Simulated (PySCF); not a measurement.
H2AlS2, SMILES `[SH][Al][SH]` (H–S–Al–S torsion -180°, S–Al–S–H torsion -180°) (charge 0, multiplicity 2)

Level of theory: PBE-D3(BJ)/def2-TZVP // r2SCAN-D4/def2-TZVP (PySCF 2.14.0).

| Quantity | Result |
|---|---|
| highest occupied spin orbital | -5.09 eV |
| dipole moment | 2.05 D |
| total energy | -1039.6271 Ha |
| cost | roughly 2.8 core-minutes |

```xyz
5

S     -1.8477    -0.4442    -0.4818
Al     0.0052     0.3913     0.3630
S      1.8338    -0.5409    -0.4322
H     -2.6410     0.3669     0.2397
H      2.6497     0.2269     0.3112
```
Charge 0, spin multiplicity 2.
